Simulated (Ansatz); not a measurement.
`CC1=CC(C)=[O+][Al-]([CH3])([OH])[O]1`, charge 0, multiplicity 1.

Give a relaxed structure at PBE0-D4/def2-TZVP (Ansatz 0.2.0). (Estimate.)

Ansatz gave: 
Z-matrix (Å, degrees):
```
C
C 1 1.492
H 1 1.093 2 109.0
H 1 1.093 2 109.0 3 116.3
H 1 1.088 2 112.5 3 -121.9
O 2 1.272 1 115.7 3 -57.8
C 2 1.396 1 120.5 3 122.1
Al 6 1.837 2 127.7 1 -178.6
C 7 1.396 2 122.9 1 -179.5
H 7 1.080 2 118.6 1 -0.1
O 8 1.709 6 110.3 2 110.8
O 8 1.837 6 94.0 2 -2.5
C 8 1.943 6 111.5 2 -117.5
C 9 1.492 7 120.5 2 179.5
H 11 0.954 8 124.6 6 -51.2
H 13 1.094 8 112.3 6 51.9
H 13 1.094 8 111.4 6 172.3
H 13 1.094 8 111.4 6 -68.5
H 14 1.093 9 109.0 7 -122.2
H 14 1.093 9 109.0 7 121.5
H 14 1.088 9 112.5 7 -0.3
```
Point group Cs.
This is one stationary point; other conformers may exist.
